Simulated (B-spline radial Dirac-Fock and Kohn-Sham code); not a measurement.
Scattering functions of I³⁵⁺

System: the I³⁵⁺ ion, configuration 1s2 2s2 2p6 3s2 3p6.

Input of the calculation (task.json; shells as n, l, electrons):

```json
{"items": [{
  "Z": 53,
  "q": 35,
  "cfg": [[1, 0, 2], [2, 0, 2], [2, 1, 6], [3, 0, 2], [3, 1, 6]],
  "A": 127,
  "rrms": 4.75,
  "do": ["scatter"],
  "s": [0.0, 0.05, 0.1, 0.15, 0.2, 0.25, 0.3, 0.35, 0.4, 0.45, 0.5, 0.6, 0.7, 0.8, 0.9, 1.0, 1.1, 1.2, 1.4, 1.6, 1.8, 2.0, 2.5, 3.0, 3.5, 4.0, 5.0, 6.0],
  "pz": [0, 0.1, 0.2, 0.3, 0.4, 0.5, 0.6, 0.8, 1.0, 1.2, 1.4, 1.6, 1.8, 2.0, 2.5, 3.0, 4.0, 5.0, 7.0, 10.0, 15.0, 20.0, 30.0, 40.0, 60.0, 100.0],
  "hv_scatter": [1000, 8047.8, 17479.3, 30000, 100000, 200000, 500000, 1000000]
}]}
```

Launch: `python xray_run.py task.json out`

Method: Dirac-Fock orbitals of the configuration average with a finite nucleus. Computed with a B-spline atomic structure program. f₀ is the Fourier transform of the spherical electron density, S the Waller-Hartree incoherent function, and s = sin θ/λ. The electron scattering factor follows from the Mott-Bethe formula f_e = 0.023934 Å⁻¹·(Z − f₀)/s².

```tsv
s (Å⁻¹)	f₀	S	f_e (Å)
0	18.000	0.000	–
0.05	17.985	0.017	335.224
0.1	17.938	0.068	83.916
0.15	17.862	0.152	37.377
0.2	17.756	0.268	21.088
0.25	17.621	0.415	13.548
0.3	17.458	0.590	9.452
0.35	17.269	0.792	6.981
0.4	17.054	1.018	5.377
0.45	16.816	1.266	4.277
0.5	16.557	1.533	3.489
0.6	15.981	2.113	2.461
0.7	15.343	2.736	1.839
0.8	14.660	3.382	1.434
0.9	13.948	4.033	1.154
1	13.224	4.675	0.952
1.1	12.504	5.298	0.801
1.2	11.799	5.894	0.685
1.4	10.479	6.994	0.519
1.6	9.325	7.962	0.408
1.8	8.360	8.809	0.330
2	7.580	9.547	0.272
2.5	6.262	11.019	0.179
3	5.442	12.128	0.126
3.5	4.768	13.027	0.094
4	4.117	13.785	0.073
5	2.945	14.937	0.048
6	2.118	15.694	0.034
```

f₀ starts at the number of electrons, 18, and has fallen to half at s ≈ 1.67 Å⁻¹. The sum of ⟨r²⟩ over the electrons is 0.8374 bohr². For an ion f_e diverges as s goes to zero, because of the net charge.
